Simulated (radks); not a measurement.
Species: Cl3+. Configuration: [Ne] 3s2 3p2. Method: non-relativistic Kohn-Sham, r2SCAN, spin-unpolarised, spherical densities, point nucleus; meta-GGA in the generalised Kohn-Sham scheme; computed with a radial shooting solver on a logarithmic mesh with Libxc functionals. Some entries of the table are withheld. Estimate them.

orbital,occ.,eigenvalue (hartree),<r> (bohr),<1/r> (bohr^-1)
1s,2,(1),0.09141,16.55
2s,2,-11.06938,0.4437,3.306
2p,6,-8.81295,0.4057,3.207
3s,2,(2),1.408,0.9776
3p,2,(3),1.521,0.8858
3d,0,-0.91433,(4),0.6853
4s,0,-0.67283,3.451,(5)

Answer. 
(1) 1s eigenvalue (hartree): -102.9526
(2) 3s eigenvalue (hartree): -2.18227
(3) 3p eigenvalue (hartree): -1.65884
(4) 3d <r> (bohr): 1.795
(5) 4s <1/r> (bohr^-1): 0.3965
